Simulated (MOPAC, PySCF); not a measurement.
C$_{3}$H$_{9}$Ga, SMILES `[CH3][Ga]([CH3])[CH3]`, neutral singlet in the gas phase. 

Cartesian coordinates (Å):
```xyz
13

C     -1.8645    -0.6185     0.1258
Ga     0.0051     0.0041     0.0014
C      1.4757    -1.3129     0.0065
C      0.3948     1.9349    -0.1290
H     -2.5712     0.1946     0.3029
H     -1.9776    -1.3594     0.9226
H     -2.1505    -1.1157    -0.8073
H      1.9090    -1.3687     1.0114
H      2.2818    -1.0180    -0.6702
H      1.1397    -2.3167    -0.2621
H      0.0156     2.3267    -1.0788
H     -0.1170     2.4884     0.6639
H      1.4623     2.1568    -0.0745
```
Charge 0, spin multiplicity 1.

All levels are single points at this geometry (ωB97X-D3(BJ)/def2-TZVP); Pople sets use spherical d functions. Orbital energies aren't observables, and empty levels follow the basis.

AM1 in MOPAC gives dipole (D) = 0.04.

### Question
Estimate the dipole (D) from each of these levels: PBE-D3(BJ)/def2-TZVP in PySCF; ωB97X-D3(BJ)/def2-TZVP in PySCF; B3LYP/6-311+G** (LANL2DZ on Ga) in PySCF; B3LYP/LANL2DZ in PySCF; M06-2X/6-31G* in PySCF; SVWN5/6-31G* in PySCF; HF/3-21G in PySCF; HF/6-31G* in PySCF; HF/STO-3G in PySCF; PM3 in MOPAC; PM6 in MOPAC; PM7 in MOPAC.

### Answer

```csv
level,dipole (D)
PBE-D3(BJ)/def2-TZVP in PySCF,0.00
ωB97X-D3(BJ)/def2-TZVP in PySCF,0.00
B3LYP/6-311+G** (LANL2DZ on Ga) in PySCF,0.01
B3LYP/LANL2DZ in PySCF,0.02
M06-2X/6-31G* in PySCF,0.01
SVWN5/6-31G* in PySCF,0.01
HF/3-21G in PySCF,0.01
HF/6-31G* in PySCF,0.00
HF/STO-3G in PySCF,0.01
PM3 in MOPAC,0.01
PM6 in MOPAC,0.03
PM7 in MOPAC,0.02
```
